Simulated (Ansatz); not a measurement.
Two isomers of C2H10Si3: A = `[SiH3]CC1[SiH2][SiH2]1`, B = `[SiH3]C=C([SiH3])[SiH3]`.

Computed with Ansatz on PBE0-D4/def2-TZVP structures; ΔE is electronic, products minus reactants. CCSD(T)/CBS adds triple-zeta CCSD(T) − MP2 to the extrapolated MP2 energy (def2 sets, frozen cores). Functionals use def2-TZVPP. B3LYP here is the variant with VWN-RPA as its local correlation; programs differ in this. One conformer a species, not always the lowest.

A:

```xyz
15

Si   -1.536   -1.616   -0.511
C     0.128   -0.787   -0.783
C     0.135    0.638   -0.245
Si    1.740    1.626    0.041
Si    0.265    1.006    1.621
H    -2.606   -0.827   -1.182
H    -1.559   -3.003   -1.052
H    -1.842   -1.668    0.946
H     0.897   -1.392   -0.290
H     0.372   -0.805   -1.852
H    -0.627    1.272   -0.707
H     2.992    0.847   -0.122
H     1.818    2.984   -0.548
H    -0.757    1.897    2.219
H     0.582   -0.170    2.466
```

B:

Z-matrix (Å, degrees):
```
Si
C 1 1.882
H 1 1.486 2 107.6
H 1 1.487 2 111.5 3 119.1
H 1 1.486 2 111.5 3 -119.1
C 2 1.345 1 128.2 3 -180.0
H 2 1.094 1 114.2 3 0.0
Si 6 1.870 2 122.7 1 -0.0
Si 6 1.872 2 118.8 1 180.0
H 8 1.487 6 109.8 2 120.6
H 8 1.487 6 110.7 2 -0.1
H 8 1.487 6 109.8 2 -120.8
H 9 1.488 6 110.5 2 -120.5
H 9 1.487 6 109.0 2 0.1
H 9 1.488 6 110.5 2 120.7
```

Q: Which isomer does CCSD(T)/CBS put lower? Give the gap. (Estimate.)

A: The calculation gave: B, by 7.6 kcal/mol.

Q: Give E(B) − E(A) in kcal/mol with PBE-D4, PBE0-D4, CCSD/def2-TZVPP, B3LYP, HF/def2-TZVPP, CCSD(T)/def2-TZVPP, B2PLYP. (Best estimate.)

A: Ansatz gave: PBE-D4 -1.9, PBE0-D4 -1.7, CCSD/def2-TZVPP -8.7, B3LYP -9.5, HF/def2-TZVPP -16.9, CCSD(T)/def2-TZVPP -8.2, B2PLYP -9.1. None reverses the order clearly.

Largest T1 diagnostic: 0.013.

In def2-TZVPP, CCSD(T) changes the Hartree–Fock value by +8.7 kcal/mol (the triples alone add +0.5 kcal/mol) and MP2 by +10.1 kcal/mol.
